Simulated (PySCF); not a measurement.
## Ruthenium: a sound run and one with changed settings

Sound run: Ru [Kr] 4d7 5s1, Ru⁺ [Kr] 4d7. Calculation: PySCF 2.14, in aug-cc-pVDZ-PP with ECP28MDF; scalar relativity through the core potential. The sound run starts from symmetry-adapted Hartree-Fock orbitals and uses a fine grid where one is needed.

Changed run: initial guess minao, at most 8 SCF cycles. This setting is unsound on purpose.

| species | method | sound run (hartree) | changed run (hartree) | converged |
| --- | --- | --- | --- | --- |
| Ru | UHF | -93.81241 | -93.81241 | no |
| Ru | PBE | -94.50176 | -94.50176 | no |
| Ru | M06-L | -94.53887 | -94.46960 | no |
| Ru⁺ | UHF | -93.58104 | -93.58104 | no |
| Ru⁺ | PBE | -94.21466 | -94.21466 | no |
| Ru⁺ | M06-L | -94.27462 | -94.27462 | no |

The SCF was stopped early; the energies are upper bounds that still move, and correlated levels were skipped or rest on poor orbitals.
